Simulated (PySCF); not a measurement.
Constitutional and geometric isomers with formula C2H4S3. All species are isolated molecules in the gas phase. One relaxed conformer stands for each flexible species; it need not be the lowest. Strings in code marks are SMILES.

The S1 excitation (TDA) from two functionals at the same geometries (PBE0-D3(BJ)/def2-TZVP), both in PySCF: PBE-D3(BJ)/def2-TZVP and PBE0-D3(BJ)/def2-TZVP. Excitations are Tamm–Dancoff values on a coarser integration grid. The basis has no diffuse functions, so Rydberg states are missing or too high.

```json
[
 {"species": "`C=C(S)SS`", "PBE0-D3(BJ)/def2-TZVP (eV)": "4.56"},
 {"species": "`S(CC=S)S`", "PBE0-D3(BJ)/def2-TZVP (eV)": "2.44"},
 {"species": "`S=C(S)CS`", "PBE0-D3(BJ)/def2-TZVP (eV)": "2.70"},
 {"species": "`S/C=C/SS`", "PBE0-D3(BJ)/def2-TZVP (eV)": "4.34"},
 {"species": "`S/C=C\\SS`", "PBE0-D3(BJ)/def2-TZVP (eV)": "4.11"},
 {"species": "`SC1SCS1` (H–S–C–S torsion 94°)", "PBE0-D3(BJ)/def2-TZVP (eV)": "3.92"},
 {"species": "`SC(=CS)S`", "PBE0-D3(BJ)/def2-TZVP (eV)": "4.36"}
]
```

Q: What does PBE-D3(BJ)/def2-TZVP give for each?

A: 
- `C=C(S)SS`: 3.98
- `S(CC=S)S`: 2.32
- `S=C(S)CS`: 2.54
- `S/C=C/SS`: 3.88
- `S/C=C\SS`: 3.61
- `SC1SCS1` (H–S–C–S torsion 94°): 3.44
- `SC(=CS)S`: 3.82
Over these rows, drawn at random from the members with no instability flagged (it was tested for open shells, ions and some series alone), PBE minus PBE0-D3(BJ): mean -0.41 eV, from -0.59 eV to -0.12 eV.
